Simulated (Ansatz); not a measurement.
The cluster Nb3Si3. Total charge 0; doublet. Geometry relaxed at PBE-D4/def2-SVP.

```xyz
6

Nb   -1.1064    0.7935    0.5164
Nb    0.9209   -0.1975    1.6023
Nb   -0.6712   -1.6705    0.4632
Si   -1.3212   -0.5402   -1.6858
Si    0.9465   -0.2134   -1.0435
Si    1.2314    1.8281    0.1473
```

In the def2 sets Nb takes a core potential; there is no spin–orbit coupling. The relaxation made no stability test and no search for a lower SCF solution. Another isomer (doublet) lies 0.09 eV lower at PBE0-D4/def2-TZVP.

Task: Estimate the harmonic wavenumbers at UKS PBE-D4/def2-SVP (Ansatz, unscaled). Is this a minimum?

Result: 85, 142, 182, 208, 223, 243, 257, 281, 284, 319, 396, 410 cm⁻¹. Yes, no mode is imaginary beyond noise. Zero-point energy 18.1 kJ/mol. Run time 2.1 min (4 threads of Arm Neoverse V2 on a shared host).
